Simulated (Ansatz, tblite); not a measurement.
Cost and result up the ladder for the cluster Cu4O⁺ (the lowest doublet isomer of a short search) (5 atoms). Charge 1, multiplicity 2. Geometry: B3LYP-D4/def2-SVP.

```xyz
5

O    -0.687   -0.574   -0.896
Cu   -1.356    0.099    0.732
Cu    0.968    0.809    1.262
Cu    0.311    1.008   -1.128
Cu    0.764   -1.342    0.030
```

Ansatz on 4 threads of Intel Xeon Platinum 8259CL on a shared host; xTB runs through tblite on one thread. Times are rough, summed over both states, and most runs start from the orbitals of an earlier one. ωB97X-V/def2-TZVP serves as the yardstick here, not as an exact answer. Differences are given only for rows in sets of like size (and for xTB, whose basis is part of the method), since another set adds its own error. The other state is a quartet at its own geometry.

The xTB rows come from tblite. Correlated methods freeze 37 core orbitals. The rows differ in basis, and correlated rows in double-zeta sets carry the largest basis error. In CCSD on the charge 1 quartet the largest single amplitude is 0.20, so its Hartree–Fock determinant may place the open shell otherwise than the density functionals do. HOMO above LUMO, or a gap near zero within one spin, warns that the state may not be the lowest or that an electron is smeared out. The structure comes from a short search, and lower isomers may exist.

Run but left out: HF/STO-3G (doublet: ⟨S²⟩ 6.79, where a pure state has 0.75); HF/def2-SVP, HF/def2-TZVP, MP2/def2-SVP, MP2/def2-TZVP (quartet: a determinant that CCSD turns far, T1 0.051); LDA (SPW92)/def2-TZVP (quartet: an occupied level 0.03 eV above an empty one).

Correlated methods converge slowly with the basis, most of all in double-zeta sets.

xTB has no spin-polarisation term.

```
                         level  functions  quartet − doublet (eV)  difference from ωB97X-V/def2-TZVP (eV)                                  remarks
                      GFN1-xTB         40                    1.31                                   -1.36                                        –
PBE-D4/def2-TZVP (with forces)        211                    2.02                                   -0.64  gap within one spin near zero (quartet)
              CCSD(T)/def2-SVP        138                    2.73                                       –               large T1 (0.051) (quartet)
             PBE0-D4/def2-TZVP        211                    2.33                                   -0.34                                        –
                      GFN2-xTB         40                    4.63                                    1.96                                        –
             ωB97X-V/def2-TZVP        211                    2.67                                    0.00                                        –
           r2SCAN-D4/def2-TZVP        211                    1.89                                   -0.77                                        –
```

**Question.** Estimate how long each takes.

**Answer.** GFN1-xTB 0.018 s; GFN2-xTB 0.027 s; PBE-D4/def2-TZVP (with forces) 24 s; PBE0-D4/def2-TZVP 43 s; r2SCAN-D4/def2-TZVP 52 s; ωB97X-V/def2-TZVP 97 s; CCSD(T)/def2-SVP 3.3 min. On shared hardware such times vary by a factor of up to 3.
